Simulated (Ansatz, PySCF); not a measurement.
This Ansatz (a program for electronic structure) input computes a PBE0/def2-TZVPD energy:

Ansatz 0.2 input:
```yaml
crystal:
  periodic: [false, false, false]
  atoms:
    - {symbol: C, position_ang: [-2.04635261, -0.18638224, -0.14124366]}
    - {symbol: C, position_ang: [-0.57560071, -0.19322420, -0.13765363]}
    - {symbol: C, position_ang: [0.48569593, 0.46242764, 0.32437271]}
    - {symbol: F, position_ang: [0.69718914, 1.54240827, 1.07669341]}
    - {symbol: C, position_ang: [1.40487656, -0.51057577, -0.34712781]}
    - {symbol: O, position_ang: [0.17723582, -1.17844071, -0.81859252]}
    - {symbol: H, position_ang: [-2.41701465, 0.65572592, 0.44233359]}
    - {symbol: H, position_ang: [-2.42951573, -0.10350903, -1.16126844]}
    - {symbol: H, position_ang: [-2.43774476, -1.11176271, 0.28842559]}
    - {symbol: H, position_ang: [1.99418228, -0.14985129, -1.18984950]}
    - {symbol: H, position_ang: [1.98578904, -1.17822429, 0.28877263]}
basis:
  gaussian:
    orbitals: def2-TZVPD
hamiltonian:
  xc: {name: PBE0}
output: {forces: true}
```

**Question.** Write an input for the same energy in PySCF and say what it gives.

**Answer.** 
```python
from pyscf import gto, scf, dft

mol = gto.M(
    atom='''
    C    -2.04635261   -0.18638224   -0.14124366
    C    -0.57560071   -0.19322420   -0.13765363
    C     0.48569593    0.46242764    0.32437271
    F     0.69718914    1.54240827    1.07669341
    C     1.40487656   -0.51057577   -0.34712781
    O     0.17723582   -1.17844071   -0.81859252
    H    -2.41701465    0.65572592    0.44233359
    H    -2.42951573   -0.10350903   -1.16126844
    H    -2.43774476   -1.11176271    0.28842559
    H     1.99418228   -0.14985129   -1.18984950
    H     1.98578904   -1.17822429    0.28877263
    ''',
    basis='def2-tzvpd',
    charge=0,
    spin=0,
    verbose=4,
)

mf = dft.RKS(mol, xc='pbe0').density_fit(auxbasis='def2-universal-jkfit')
mf.grids.level = 3
mf.conv_tol = 1e-9
mf.max_cycle = 100
mf.max_memory = 1500
mf.kernel()
if not mf.converged:
    mf = mf.newton()
    mf.kernel(mf.make_rdm1())
mf.analyze()
```
It gives -330.19680 Eh, and Ansatz -330.19673 Eh, a difference of 0.07 mEh, from the treatment of integrals and grids.
